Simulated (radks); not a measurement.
Q: Li2+, 1 electrons, occupied as 2s1 (not the ground configuration). Method: Dirac Kohn-Sham, exchange-only B88, spin-unpolarised, spherical densities, finite nucleus; Fermi nuclear charge, rms radius 2.444 fm; computed with a radial shooting solver on a logarithmic mesh with Libxc functionals. Some entries of the table are withheld. Estimate them.

orbital  occ.  eigenvalue (eV)  <1/r> (bohr^-1)
1s1/2       0        -118.3881              (1)
2s1/2       1              (2)              (3)
2p3/2       0         -23.9654              (4)

A: 
(1) 1s1/2 <1/r> (bohr^-1): 3.142
(2) 2s1/2 eigenvalue (eV): -25.4690
(3) 2s1/2 <1/r> (bohr^-1): 0.7463
(4) 2p3/2 <1/r> (bohr^-1): 0.7108
